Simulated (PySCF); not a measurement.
SMILES COCCC=O (C4H8O2), GFN2-xTB optimised geometry.

```
14

C      1.89     1.48    -0.03
O      1.24     0.24    -0.01
C     -0.16     0.35     0.00
C     -0.76    -1.05     0.00
C     -2.25    -1.05     0.00
O     -2.96    -0.08     0.00
H      1.63     2.07     0.86
H      1.62     2.06    -0.92
H      2.96     1.28    -0.03
H     -0.50     0.90     0.89
H     -0.51     0.90    -0.89
H     -0.41    -1.61    -0.88
H     -0.41    -1.60     0.88
H     -2.69    -2.07     0.00
```

Density from PySCF 2.14.0 with B3LYP/def2-TZVP at that geometry.

Minimum of the electron density along straight lines between bonded atoms, close to the bond critical point (lines longer than 1.1 times the sum of covalent radii, or with two minima, are not listed):

```json
[
 {"bond": "C1–O2", "length / Å": "1.404", "ρ at the minimum / e bohr⁻³": "0.268", "∇²ρ there / e bohr⁻⁵": "-0.61", "position (fraction from the first atom)": "0.36"},
 {"bond": "O2–C3", "length / Å": "1.409", "ρ at the minimum / e bohr⁻³": "0.267", "∇²ρ there / e bohr⁻⁵": "-0.63", "position (fraction from the first atom)": "0.64"},
 {"bond": "C3–C4", "length / Å": "1.524", "ρ at the minimum / e bohr⁻³": "0.254", "∇²ρ there / e bohr⁻⁵": "-0.66", "position (fraction from the first atom)": "0.50"},
 {"bond": "C4–C5", "length / Å": "1.497", "ρ at the minimum / e bohr⁻³": "0.269", "∇²ρ there / e bohr⁻⁵": "?", "position (fraction from the first atom)": "0.49"},
 {"bond": "C5–O6", "length / Å": "1.198", "ρ at the minimum / e bohr⁻³": "?", "∇²ρ there / e bohr⁻⁵": "?", "position (fraction from the first atom)": "0.34"},
 {"bond": "C1–H7", "length / Å": "1.097", "ρ at the minimum / e bohr⁻³": "0.282", "∇²ρ there / e bohr⁻⁵": "-0.98", "position (fraction from the first atom)": "0.64"},
 {"bond": "C1–H8", "length / Å": "1.097", "ρ at the minimum / e bohr⁻³": "0.282", "∇²ρ there / e bohr⁻⁵": "-0.98", "position (fraction from the first atom)": "0.64"},
 {"bond": "C1–H9", "length / Å": "1.088", "ρ at the minimum / e bohr⁻³": "0.289", "∇²ρ there / e bohr⁻⁵": "-1.04", "position (fraction from the first atom)": "0.65"},
 {"bond": "C3–H10", "length / Å": "1.101", "ρ at the minimum / e bohr⁻³": "0.282", "∇²ρ there / e bohr⁻⁵": "-0.99", "position (fraction from the first atom)": "0.65"},
 {"bond": "C3–H11", "length / Å": "1.101", "ρ at the minimum / e bohr⁻³": "0.282", "∇²ρ there / e bohr⁻⁵": "-0.99", "position (fraction from the first atom)": "0.65"},
 {"bond": "C4–H12", "length / Å": "1.093", "ρ at the minimum / e bohr⁻³": "0.277", "∇²ρ there / e bohr⁻⁵": "-0.94", "position (fraction from the first atom)": "0.64"},
 {"bond": "C4–H13", "length / Å": "1.093", "ρ at the minimum / e bohr⁻³": "0.277", "∇²ρ there / e bohr⁻⁵": "-0.94", "position (fraction from the first atom)": "0.64"},
 {"bond": "C5–H14", "length / Å": "1.109", "ρ at the minimum / e bohr⁻³": "0.280", "∇²ρ there / e bohr⁻⁵": "-0.99", "position (fraction from the first atom)": "0.65"}
]
```

Fill in the missing entries.


- C4–C5, ∇²ρ there / e bohr⁻⁵: -0.73
- C5–O6, ρ at the minimum / e bohr⁻³: 0.433
- C5–O6, ∇²ρ there / e bohr⁻⁵: 0.01
